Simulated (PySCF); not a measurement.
Isomers of C6H3F3.

All values: PBE0/pcSseg-1 (PySCF) at PBE0-D3(BJ)/def2-SVP geometries, gas phase, one conformer each. Dipoles and anisotropies that the point group forbids are given as zero.

**Question.** Rank by dipole moment, highest first.
A. `Fc1cc(F)cc(F)c1`
B. `FC1=CC=CC(F)=C1F`
C. `c1(c(ccc(F)c1)F)F`
D. `C=C=CC#CC(F)(F)F`

**Answer.** D (3.72 D), B (2.75 D), C (1.36 D), A (0.00 D).

**Question.** Rank by the lowest Hirshfeld charge on any atom, lowest value first.
A. `c1cc(c(c(c1)F)F)F`
B. `FC(C#CC=C=C)(F)F`
C. `Fc1ccc(F)c(F)c1`

**Answer.** B (-0.093 e), C (-0.082 e), A (-0.070 e).

All values together:

```json
{"SMILES": "Fc1ccc(F)c(F)c1", "μ (D)": "1.36", "HOMO (eV)": "-7.34", "LUMO (eV)": "-0.94", "lowest IAO charge (e)": "-0.257 (F)", "highest IAO charge (e)": "+0.297 (C)", "lowest Hirshfeld charge (e)": "-0.082 (C)", "highest Hirshfeld charge (e)": "+0.087 (C)"}
{"SMILES": "Fc1cccc(F)c1F", "μ (D)": "2.75", "HOMO (eV)": "-7.61", "LUMO (eV)": "-0.67", "lowest IAO charge (e)": "-0.246 (F)", "highest IAO charge (e)": "+0.268 (C)", "lowest Hirshfeld charge (e)": "-0.070 (C)", "highest Hirshfeld charge (e)": "+0.075 (C)"}
{"SMILES": "C=C=CC#CC(F)(F)F", "μ (D)": "3.72", "HOMO (eV)": "-7.69", "LUMO (eV)": "-1.50", "lowest IAO charge (e)": "-0.333 (C)", "highest IAO charge (e)": "+0.813 (C)", "lowest Hirshfeld charge (e)": "-0.093 (C)", "highest Hirshfeld charge (e)": "+0.265 (C)"}
{"SMILES": "Fc1cc(F)cc(F)c1", "μ (D)": "0.00", "HOMO (eV)": "-7.72", "LUMO (eV)": "-0.63", "lowest IAO charge (e)": "-0.252 (F/C)", "highest IAO charge (e)": "+0.319 (C)", "lowest Hirshfeld charge (e)": "-0.095 (C)", "highest Hirshfeld charge (e)": "+0.098 (C)"}
```
